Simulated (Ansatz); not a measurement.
Ansatz (an electronic-structure program) input:
A basis named .json is the Basis Set Exchange file of that set.

Ansatz 0.2 input:
```yaml
crystal:
  periodic: [false, false, false]
  atoms:
    - {symbol: C, position_ang: [-1.95978446, -0.36524664, -0.65455710]}
    - {symbol: C, position_ang: [-0.98150458, -0.06848498, 0.18115754]}
    - {symbol: F, position_ang: [-1.13887805, 0.94419210, 1.07339921]}
    - {symbol: C, position_ang: [0.36735416, -0.69404615, 0.28983652]}
    - {symbol: C, position_ang: [1.47529229, 0.23971068, -0.16856234]}
    - {symbol: O, position_ang: [2.40048314, -0.11585815, -0.84640123]}
    - {symbol: H, position_ang: [-1.83321235, -1.16215141, -1.37126673]}
    - {symbol: H, position_ang: [-2.89412056, 0.17637665, -0.63334091]}
    - {symbol: H, position_ang: [0.42220900, -1.61484515, -0.28761002]}
    - {symbol: H, position_ang: [0.56052781, -0.93139823, 1.34336290]}
    - {symbol: H, position_ang: [1.38248915, 1.28955711, 0.17222401]}
basis:
  gaussian:
    orbitals: aug-cc-pVTZ
    fitting: {mean_field: def2-universal-jkfit, correlation: aug-cc-pVTZ-RIFIT.json}
total_charge: 1
magnetization: {spin_polarized: true, initial_magnetization: 1}
correlation: {method: mp2, electrons: outside_noble_gas}
```

Problem. What final total energy does it print?

Solution. -329.51911 Eh (RI-MP2/aug-cc-pVTZ). The basis has 391 functions.

This state (charge 1, doublet) is run at the relaxed geometry of the species with charge 0 and multiplicity 1.
